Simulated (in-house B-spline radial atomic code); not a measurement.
# Removing one electron from Pb20+

Closed shell [Kr] 4d10 4f14 5s2. Computed with a B-spline radial code for spherical atoms: Koopmans values of Dirac-Hartree-Fock plus a diagonal self-energy, in second order or with its direct term screened (direct RPA, with the hole-particle interaction, or full time-dependent Hartree-Fock), linearised in energy; no-pair Dirac-Coulomb Hamiltonian, finite nucleus. Shifts add to the Koopmans value (the ΔSCF shift is orbital relaxation alone); the final value takes TDHF screening with Breit and QED.

Command:
```bash
python run_mb.py task.json out
```
Settings (nuclear radius in fm, box in bohr, cutoff in hartree):
```
basis_form          2
Z                   82
core_configuration  [Kr] 4d10 4f14 5s2
rms_radius          5.5012
mass_number         208
speed_of_light      137.036
box_radius          4.67
lmax                7
intervals           58
virtual_cutoff      26896.0
```

Time taken, with all properties: 84 s on 1 thread of Arm Neoverse V1, on a shared host.

Energies in eV:

```json
{"subshell": "5s1/2", "Koopmans": "565.93", "ΔSCF shift": "-0.478", "second order": "?", "direct RPA": "?", "hole-particle": "?", "TDHF": "?", "Breit + QED": "?", "final": "?"}
```

Q: What does the self-energy do to 5s1/2?

A: It shifts the removal energy by 3.116 eV in second order, 2.227 with direct RPA, 2.448 with the hole-particle term and 2.577 with TDHF screening (quasi-particle weight 0.992); Breit and QED add -0.906 eV. The final value is 567.60 eV.
